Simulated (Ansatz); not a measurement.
Q: Predict a relaxed structure of SiCl3(NHiPr) (C3H8Cl3NSi), charge 0, singlet, at PBE-D4/def2-SVP (Ansatz).

A: 
```xyz
16

C    -0.340   -0.467    0.701
C    -1.780   -0.395    0.173
C     0.095    0.845    1.358
Cl    2.163   -1.196   -2.925
Cl    0.347    1.596   -2.360
Cl    3.100    1.061   -0.622
N     0.604   -0.871   -0.355
Si    1.475    0.096   -1.465
H     0.482   -1.837   -0.674
H    -0.295   -1.261    1.482
H    -1.868    0.393   -0.602
H    -2.494   -0.167    0.990
H    -2.085   -1.358   -0.285
H     0.055    1.688    0.637
H    -0.586    1.096    2.194
H     1.127    0.777    1.753
```
 This is one stationary point.
